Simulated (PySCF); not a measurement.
Exact mass, isotope pattern and composition

Species: `[NH3+][BH2-]B(F)F`.

Calculated from isotope tables alone.

Question: Molar mass and exact mass?

Answer: For B2F2H5N, with standard atomic weights, 1 × 14.007 + 2 × 10.810 + 2 × 18.998 + 5 × 1.008 = 78.663 g/mol. From the most abundant isotopes (14N, 11B, 19F, 1H), 1 × 14.003074 + 2 × 11.009305 + 2 × 18.998403 + 5 × 1.007825 = 79.0576 u.

Question: What cluster does the molecular ion M+• show when like nominal masses merge?

Answer: 
```csv
nominal mass,m/z (centroid),relative intensity
77,77.0643,6.2
78,78.0607,49.6
79,79.0571,100.0
80,80.0554,0.4
```

Lines under 0.1 % of the tallest are left out. One electron mass, 0.00055 u, is taken off. Abundances used (%; other tables differ somewhat): 14N 99.632, 15N 0.368; 10B 19.9, 11B 80.1; 1H 99.9885, 2H 0.0115.

Question: Elemental analysis, calculated?

Answer: N 17.81 %, B 27.48 %, F 48.30 %, H 6.41 %.

Question: What resolving power m/Δm just matches the spacing of the species with one 15N and with one 2H?

Answer: They lie 0.00924 u apart at mass 80.05, so m/Δm is about 8700.

Question: What share of all molecules is the monoisotopic species?

Answer: 0.99632 × 0.801^2 × 1^2 × 0.999885^5 = 63.89 %.

Question: Which singly substituted isotopologues are there?

Answer: Intensity in % of the monoisotopic species:

```json
{"isotope": "10B", "mass shift (u)": "-0.99637", "m/z": "78.0607", "intensity (%)": "49.69"}
{"isotope": "15N", "mass shift (u)": "+0.99703", "m/z": "80.0541", "intensity (%)": "0.37"}
{"isotope": "2H", "mass shift (u)": "+1.00628", "m/z": "80.0633", "intensity (%)": "0.06"}
```

Species under 0.02 % are left out.
